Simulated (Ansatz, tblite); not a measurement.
Forces on Be2I5⁻ at its r2SCAN-D4/def2-SVPD geometry. The state is a singlet with charge -1.

In the def2 sets I takes a core potential; there is no spin–orbit coupling. The xTB rows come from tblite. Another isomer (singlet) lies 0.24 eV lower at PBE0-D4/def2-TZVPD; other spin states weren't run for this one.

GFN1-xTB (tblite), largest force 1.19 eV/Å:

```xyz
7
positions Å, forces eV/Å
Be    1.283    0.182   -1.480   -0.081    0.373    0.388
Be   -1.262   -0.021    1.509    0.191    0.450   -0.237
I     0.197    1.475    0.268    0.057    0.419    0.075
I    -3.128    1.010    2.355   -0.857    0.438    0.375
I     3.392    0.925   -1.995    0.958    0.305   -0.236
I    -0.562   -2.150    1.901    0.338   -1.126    0.198
I     0.081   -1.420   -2.559   -0.605   -0.859   -0.563
```

GFN2-xTB (tblite), largest force 0.27 eV/Å:

```
Be 0.149 0.218 0.038
Be -0.087 0.248 0.047
I 0.001 0.001 -0.001
I -0.179 -0.010 0.088
I 0.174 -0.024 -0.093
I 0.071 -0.250 0.068
I -0.130 -0.183 -0.148
```

PBE-D4/def2-TZVPD (Ansatz), largest force 0.15 eV/Å:

```
Be -0.007 0.027 -0.016
Be 0.013 0.017 0.025
I -0.019 -0.142 -0.026
I 0.092 -0.049 -0.049
I -0.104 -0.038 0.033
I -0.035 0.107 -0.030
I 0.059 0.077 0.064
```
